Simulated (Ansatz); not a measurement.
`C[SiH](O)S` → CH₃OH + `[SiH]S` at 400 K and 1 bar (silylene formation by 1,1-elimination).

Isolated molecules relaxed with PBE0-D4/def2-TZVP in Ansatz; ΔE leaves out vibrations. CCSD(T)/CBS is the MP2 limit (def2-TZVPP, def2-QZVPP) plus CCSD(T) − MP2 in def2-TZVPP, frozen cores. This one scheme is used for every species. Each species was taken in one conformer, which may not be the lowest.

| species | CCSD(T)/CBS energy (Eh) | H − E (kJ/mol) | S (J/(mol·K)) |
| --- | --- | --- | --- |
| `C[SiH](O)S` | -803.78841 | 215.6 | 370.3 |
| CH₃OH | -115.61712 | 151.2 | 252.6 |
| `[SiH]S` | -688.02937 | 61.1 | 271.5 |

H − E and S are ideal-gas, rigid-rotor, harmonic terms from PBE0-D4/def2-TZVP, for one conformer and one mirror image of each species. 1 Eh = 2625.50 kJ/mol, R = 8.31446 J/(mol·K).

**Question.** By hand: ΔE, ΔH, ΔS and ΔG.

**Answer.** ΔE = (-115.61712) + (-688.02937) − (-803.78841) = 0.14192 Eh = 372.6 kJ/mol. Δ(H − E) = 151.2 + 61.1 − 215.6 = -3.3, so ΔH = 369.3 kJ/mol. ΔS = 252.6 + 271.5 − 370.3 = 153.8 J/(mol·K). ΔG = 369.3 − 400 × (153.8)/1000 = 307.8 kJ/mol.

**Question.** By hand: the equilibrium constant, and the temperature at which ΔG would vanish if ΔH and ΔS stayed fixed.

**Answer.** log₁₀ K = −ΔG/(RT ln 10) = -40.2. ΔG = 0 at ΔH/ΔS = 2401 K.

The number of gas molecules changes by +1, which sets the sign of ΔS. A doubt of 5 kJ/mol in ΔE shifts log₁₀ K by 0.7 here. Other conformers and mirror images would add mixing entropy, several J/(mol·K) or more a flexible species. These are equilibria of isolated gas molecules and say nothing of rates. Largest T1 diagnostic: 0.016 (customary marks: 0.02 for closed shells, 0.045 for open ones).
